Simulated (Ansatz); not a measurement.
Calculated with Ansatz (gas phase, PBE0-D4/def2-TZVP geometries, no zero-point term in ΔE). CCSD(T)/CBS is the MP2 limit (def2-TZVPP, def2-QZVPP) plus CCSD(T) − MP2 in def2-TZVPP, frozen cores. Elements past krypton have def2 core potentials. For Sn outer-core shells are correlated without core-valence functions, which leaves a few kJ/mol of doubt a bond. One conformer a species, not always the lowest.

`N[SiH2][O][SnH3]` + `N[Si](O)(F)F` → `N[SiH2]O[Si](N)(F)F` + `[OH][SnH3]`  (ligand exchange at the Si–O bond)

| species | CCSD(T)/CBS(def2) energy (Eh) |
| --- | --- |
| `N[SiH2][O][SnH3]` | -637.26698 |
| `N[Si](O)(F)F` | -620.58997 |
| `N[SiH2]O[Si](N)(F)F` | -966.26166 |
| `[OH][SnH3]` | -291.59405 |

Question: Work out ΔE.

Answer: ΔE = (-966.26166) + (-291.59405) − (-637.26698) − (-620.58997) = 0.00124 Eh = +0.03 eV.

Largest T1 diagnostic among the species: 0.014.
